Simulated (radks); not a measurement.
Effect of the nuclear size on the erbium ion Er+, [Xe] 4f12 6s1. All-electron calculation, Dirac Kohn-Sham, PBE, spin-unpolarised, spherical densities, finite nucleus; open shells are shared between the two j in proportion to 2j + 1; Fermi nuclear charge, rms radius 5.2516 fm. Program: a radial shooting solver on a logarithmic mesh with Libxc functionals. The rms radius is varied about that value; shifts are against it.

rms radius (fm),total energy shift (eV),density at nucleus (e/bohr^3),1s1/2 shift (meV),2s1/2 shift (meV),4p1/2 shift (meV),5s1/2 shift (meV),5p1/2 shift (meV),6s1/2 shift (meV),6p1/2 (empty) shift (meV)
4.6267,-7.19,9.053e+05,-2940,-393,0.138,-3.09,0.182,-0.248,0.069
4.7422,-5.91,8.989e+05,-2420,-323,0.113,-2.54,0.150,-0.204,0.056
5.2516,0,8.728e+05,0.000,0.000,0.000,0.000,0.000,0.000,0.000
5.6822,5.33,8.531e+05,2180,291,-0.101,2.29,-0.135,0.184,-0.051
6.0236,9.76,8.388e+05,4000,534,-0.184,4.19,-0.247,0.337,-0.093

Slopes of the eigenvalues against <r^2> in GHz/fm^2, as finite differences over the two radii next to the reference (eigenvalue slopes, not the field-shift constants of lines): 1s1/2 114000, 2s1/2 15200, 4p1/2 -5.28, 5s1/2 119, 5p1/2 -7.03, 6s1/2 9.58, 6p1/2 (empty) -2.64.
